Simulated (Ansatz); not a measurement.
Relaxation of FH5OSi2 (9 atoms, charge 0, multiplicity 1), to a largest force component of 0.015 eV/Å in at most 40 steps.

Level of theory: RKS B3LYP-D4/def2-SVP (Ansatz 0.2.0).

```xyz
9
Properties=species:S:1:pos:R:3:forces:R:3
O -0.237 1.605 -1.102 -0.81 2.49 -2.35
Si 0.587 0.580 -0.185 0.57 -1.19 1.86
Si 2.424 -0.342 -1.286 -0.24 -1.07 1.74
F 3.186 -1.344 -0.190 -0.34 0.49 -0.64
H 0.206 2.415 -1.459 -0.61 -1.05 0.49
H 0.977 1.355 1.018 0.44 -0.10 0.38
H -0.374 -0.469 0.300 0.19 0.04 -0.24
H 1.974 -1.125 -2.413 -0.13 -0.52 -0.76
H 3.348 0.664 -1.694 0.93 0.91 -0.47
```

Q: Where does it end, and by what steps?

A: The forces met the threshold. After 8 steps the energy has fallen by 0.260 eV; H6 moved furthest, 0.12 Å.

```tsv
step	energy less start (eV)	largest force component (eV/Å)	accepted
0	0.0000	2.490	yes
1	-0.2117	0.907	yes
2	-0.2501	0.334	yes
3	-0.2555	0.177	yes
4	-0.2575	0.097	yes
5	-0.2590	0.024	yes
6	-0.2590	0.049	yes
7	-0.2593	0.047	yes
8	-0.2595	0.006	yes
```

```xyz
9
Properties=species:S:1:pos:R:3
O -0.239 1.629 -1.182
Si 0.556 0.594 -0.129
Si 2.404 -0.357 -1.245
F 3.244 -1.300 -0.203
H 0.227 2.428 -1.456
H 1.021 1.294 1.109
H -0.430 -0.452 0.249
H 1.983 -1.201 -2.401
H 3.326 0.705 -1.752
```

Time of the run: 41 s on 1 thread of Intel(R) Xeon(R) Platinum 8488C (Sapphire Rapids), with other jobs on the host, peak memory 0.18 GiB.
